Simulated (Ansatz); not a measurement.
# Ligand exchange: C5H10 + GeH(NH2)3 → C5H11N + GeH2(NH2)2

Species: C5H10 (cyclopentane) `C1CCCC1`, singlet; GeH(NH2)3, singlet; C5H11N (cyclopentylamine) `NC1CCCC1`, singlet; GeH2(NH2)2, singlet. The partners trade H for NH2: C–H and Ge–NH2 bonds give way to C–NH2 and Ge–H.

Shapes, held fixed at every level: PBE0-D4/def2-TZVP. Flexible molecules stand in one conformer, not always the lowest. Programs: Ansatz 0.2.0. Electronic energies: no zero-point or thermal term.

```csv
level,kind,ΔE (kJ/mol),less CCSD(T)/def2-TZVPP
HF/def2-TZVPP,Hartree–Fock,+87.2,+0.9
PBE0-D4/def2-TZVPP,global hybrid,+80.1,-6.2
wB97X-V/def2-TZVPP,range-separated hybrid,+81.3,-5.0
MP2/def2-SVP,perturbation theory,+75.7,-10.6
MP2/def2-TZVPP,perturbation theory,+91.2,+4.9
CCSD/def2-TZVPP,coupled cluster or CI,+86.7,+0.4
CCSD(T)/def2-TZVPP,coupled cluster or CI,+86.3,0.0
```

The highest level, CCSD(T)/def2-TZVPP, gives ΔE = +86.3 kJ/mol; the levels span +75.7 to +91.2. The column of differences is taken from that level and isn't an error. No measured value is set beside it here. Relativity is left out for Ge. Outer-core shells of Ge are correlated in most correlated rows, in sets that cover them unevenly.
